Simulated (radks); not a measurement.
Task: These are the eigenvalues of the occupied orbitals of an atom or ion with whole-number occupations (hartree). Calculated with a radial shooting solver on a logarithmic mesh with Libxc functionals: Dirac Kohn-Sham, PBEsol, spin-unpolarised, spherical densities, finite nucleus; Fermi nuclear charge, rms radius of each element as measured or else 0.836 A^(1/3) + 0.57 fm.

1s1/2: -3139.188
2s1/2: -559.0792
2p1/2: -536.9448
2p3/2: -461.0841
3s1/2: -133.9425
3p1/2: -123.9068
3p3/2: -107.0433
3d3/2: -90.39037
3d5/2: -86.78721
4s1/2: -30.40030
4p1/2: -26.06856
4p3/2: -21.96463
4d3/2: -14.87255
4d5/2: -14.10662
5s1/2: -5.44745
4f5/2: -4.94668
4f7/2: -4.77742
5p1/2: -3.98070
5p3/2: -3.21940
5d3/2: -1.18201
5d5/2: -1.09081
6s1/2: -0.71210
6p1/2: -0.39687
6p3/2: -0.31503
6d3/2: -0.04469
6d5/2: -0.04196

Which element is it, and in what charge state? The configuration may be excited. Open shells, if any, are shared by 2j + 1.

Result: Z = 81, thallium, charge 0: Tl in [Xe] 4f14 5d8 6s2 6p1 6d2. The list shows which subshells hold electrons but not how many an open one holds; the 1s level, -3139.2 hartree, gives Z - s = 79.2 by -(Z - s)^2/2, which with screening and relativity narrows Z to a few neighbours, and the depths of the outer levels then fix element, charge and occupations together.
